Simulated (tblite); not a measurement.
C3H12AsN3Si.
Numbering: `[CH2:1]=[N:2][Si:3]([AsH2:4])([NH:5][CH3:6])[NH:7][CH3:8]` (hydrogens: H9, H10 on C1; H11, H12 on As4; H13 on N5; H14, H15, H16 on C6; H17 on N7; H18, H19, H20 on C8)

Structure used (GFN2-xTB), in Å, numbered top down from 1:
```
atom  x, y, z in Å
C1    -1.174    2.294   -1.211
N2    -0.196    1.522   -1.154
Si3    0.088    0.111   -0.159
As4    0.386   -1.603   -1.689
N5    -1.099   -0.112    1.088
C6    -1.906   -1.300    1.194
N7     1.569    0.353    0.706
C8     2.834    0.296    0.019
H9    -1.166    3.122   -1.916
H10   -2.075    2.208   -0.592
H11    0.677   -2.585   -0.590
H12   -1.061   -2.003   -1.644
H13   -1.618    0.709    1.359
H14   -2.288   -1.409    2.211
H15   -2.761   -1.301    0.502
H16   -1.283   -2.166    0.967
H17    1.560    1.083    1.402
H18    3.647    0.187    0.739
H19    2.834   -0.580   -0.636
H20    3.028    1.182   -0.597
```

Method: GFN2-xTB as coded in tblite; computed harmonic values from a numerical Hessian at the method's own geometry, unscaled. Errors from tens to a few hundred cm⁻¹ against measured bands are possible. Modes of hydrogen on arsenic can be 10 to 20 % off. One conformer, not necessarily the lowest. The optimisation stopped once no atom felt more than 0.01 eV/Å.

Lowest wavenumbers of the output (negative numbers stand for imaginary wavenumbers):
```
mode    cm-1
  1     -27.3
  2      48.9
  3      60.6
  4      94.8
  5     103.0
  6     113.0
  7     124.9
  8     142.2
  9     159.5
 10     195.7
 11     214.2
 12     278.9
 13     300.9
 14     340.4
 15     390.6
```

Problem. Is this structure a minimum?

Solution. Not by this Hessian. 1 mode is imaginary beyond 20i (27i cm⁻¹), so at this level the point lies at or near a first-order saddle. The curvature is small, so loose convergence or finite differences may be the whole cause.

Problem. Which atoms move in the imaginary mode?

Solution. 27i: C6 (N-methyl carbon) 31 %, H16 (methyl hydrogen) 15 %, H15 (methyl hydrogen) 12 %. These are shares of the mass-weighted motion.

Problem. What is the remedy?

Solution. Step along that mode in both directions, optimise again with tighter thresholds and repeat the frequencies. The zero-point energy of this point (94.7 kcal/mol) counts the 53 real modes alone, and thermal corrections from it aren't those of a minimum.
